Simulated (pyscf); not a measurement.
Optimised with ωB97X-D3(BJ)/def2-SVP in PySCF.

SMILES: [F][Ta]([F])([F])([F])[Br]
```xyz
6

F      0.7481     0.2702    -1.6020
Ta     0.8080    -0.2823     0.1910
F      0.6470    -1.4096     1.6828
F     -1.0508    -0.3662     0.0915
F      2.2186    -1.3826    -0.3293
Br     1.5770     1.7325     1.2481
```
Charge 0, spin multiplicity 1.

Q: What is the homolytic dissociation enthalpy (298 K, ωB97M-D3(BJ)/def2-TZVP) of the Br–Ta bond of `[F][Ta]([F])([F])([F])[Br]`, to [F–Ta(F)(F)–F]• + Br•?

A: Br–Ta to [F–Ta(F)(F)–F]• + Br•: 79.9 kcal/mol. The 7 functionals that were run give +78.0 (M06-2X) to +90.7 kcal/mol (ωB97X-D3(BJ)/def2-TZVP). The radicals are drawn with the spin at the cut bond; how far it spreads was not checked. Left out: the spin-orbit lowering of Br, which is large for Br, Se, Te and I. Open-shell species with a d-block atom are single-reference here; other states, and whether the spin sits on metal or ligand, were not checked. Elements up to Kr have no core potential and no relativistic terms here. Elements past Kr carry the def2 core potentials, without spin-orbit coupling.
